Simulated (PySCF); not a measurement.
Spectrum to structure. Method used: TDDFT wB97X-D/def2-SVPD, vertical, gas phase, core orbitals frozen in the response (PySCF). Geometries: PBE0-D3(BJ)/def2-SVP, one conformer each.

```json
{"state": "S1", "E (eV)": "5.30", "f": "0.017"}
{"state": "S2", "E (eV)": "5.96", "f": "0.083"}
{"state": "S3", "E (eV)": "6.79", "f": "0.402"}
{"state": "S4", "E (eV)": "6.86", "f": "0.773"}
{"state": "S5", "E (eV)": "7.03", "f": "0.0069"}
{"state": "S6", "E (eV)": "7.43", "f": "0.0030"}
{"state": "S7", "E (eV)": "7.60", "f": "0.0064"}
{"state": "S8", "E (eV)": "7.77", "f": "0.0042"}
{"state": "S9", "E (eV)": "7.91", "f": "0.016"}
{"state": "S10", "E (eV)": "7.95", "f": "0.0032"}
```

Triplets computed (Tamm–Dancoff): 4.12, 4.60, 4.77, 5.26 eV.

Orbital energies (eV): HOMO-3 -11.47, HOMO-2 -11.37, HOMO-1 -9.16, HOMO -8.76, LUMO 1.13, LUMO+1 1.44, LUMO+2 1.99.

Question: Which candidate is it?
A. `FC(C(F)(F)F)(OC)F`
B. `FC1=CC(C[SiH3])=CC=C1`
C. `CP1CC[SiH](F)CC1`

Answer: B. Its S1, at 5.30 eV, is the lowest among the candidates; the nearest of the others has S1 at 6.44 eV. S1 is HOMO→LUMO (47%), HOMO-1→LUMO+1 (19%), HOMO→LUMO+1 (17%). Löwdin shares by element: HOMO carbon 67% or more (atoms not listed hold the other 33%); LUMO carbon 68% or more (atoms not listed hold the other 32%). At the same level the other candidates give, for their lowest levels:
- `COC(F)(F)C(F)(F)F`: 9.40 eV (f 0.013); 9.87 eV (f 0.010); 10.45 eV (f 0.044); 10.56 eV (f 0.064); 10.95 eV (f 0.000); T1 9.29 eV; HOMO -11.62, LUMO 2.17 eV
- `CP1CC[SiH](F)CC1`: 6.44 eV (f 0.081); 6.70 eV (f 0.030); 6.71 eV (f 0.099); 7.44 eV (f 0.203); 7.54 eV (f 0.000); T1 5.52 eV; HOMO -8.42, LUMO 2.06 eV

Shape of the structure used: `[F:1][c:2]1[cH:3][cH:4][cH:5][c:6]([CH2:7][SiH3:8])[cH:9]1`: C5–C6–C7–Si8 -92°.
